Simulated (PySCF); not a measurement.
Several structures and their simulated spectra, in scrambled order.

A. `C[C@@H]1C[C@]2(Cl)C[C@H]1C[C@H]2F`
B. SMILES Cn1nncc1C(F)(F)F
C. SMILES C1C[C@H]2C[C@@H](F)[C@@H]1[C@@H](Cl)C2

Spectrum 1. 1H NMR (300 MHz, computed): δ 4.46 (m, 1H), 2.04 (m, 1H), 1.85 (m, 1H), 1.83 (m, 1H), 1.66 (m, 1H), 1.65 (m, 1H), 1.61 (m, 1H), 1.41 (m, 1H), 1.36 (m, 1H), 1.04 (d, 3H). 13C{1H} NMR (computed): δ 98.0 (CH), 76.5 (C), 45.1 (CH2), 44.8 (CH2), 42.1 (CH), 40.9 (CH2), 40.8 (CH), 23.9 (CH3).

Spectrum 2. 1H NMR (300 MHz, computed): δ 4.89 (m, 1H), 3.82 (m, 1H), 2.15 (m, 1H), 2.08 (m, 1H), 2.01 (m, 1H), 1.92 (m, 1H), 1.76 (m, 1H), 1.71 (m, 1H), 1.70 (m, 1H), 1.62 (m, 1H), 1.60 (m, 1H), 1.55 (m, 1H). 13C{1H} NMR (computed): δ 92.1 (CH), 60.2 (CH), 41.9 (CH), 41.2 (CH2), 38.1 (CH2), 28.5 (CH), 27.4 (CH2), 14.5 (CH2).

Spectrum 3. 1H NMR (300 MHz, computed): δ 8.10 (m, 1H), 4.37 (s, 3H). 13C{1H} NMR (computed): δ 139.7 (CH), 135.4 (C), 131.1 (C), 35.7 (CH3).

PySCF 2.14.0 with density-fitted response routines calculation with coordinates at the GFN2-xTB level and σ from GIAO-PBE0/pcSseg-1; a single conformation, relativity neglected, no solvent, equivalent nuclei averaged.

References, each an isolated molecule treated in the same way: TMS for 1H (σ = 31.72 ppm) and 13C (σ = 186.93 ppm). Splittings of carbon signals by F and P are missing where no couplings were computed. Where no couplings were computed, multiplicities follow the n + 1 count of equivalent neighbours, and m marks all less simple cases (inequivalent or close neighbours, rings, F or P nearby). Shifts are as computed. Against solution values, carbons near 30 ppm lie about +3 ppm off and those near 130 ppm about +5 ppm; carbons on Cl a further +6 ppm. Of 1211 compounds with measured shifts, 218 miss one by over three times the rms of a fit or turn the order of signals round; such compounds aren't used in these exercises. Carbons bonded to Cl come out too deshielded.

Match each spectrum to its structure.

Answers

1–A, 2–C, 3–B.

- Spectrum 1 (A): 8 13C signals; δC 98.0 is an sp3 CH bonded to F; δC 76.5 is a fully substituted sp3 carbon bonded to Cl.
- Spectrum 2 (C): 8 13C signals; δC 92.1 is an sp3 CH bonded to F; δC 60.2 is an sp3 CH bonded to Cl.
- Spectrum 3 (B): 4 13C signals; δC 131.1 is a CF3 carbon; δC 35.7 is a methyl carbon bonded to N.
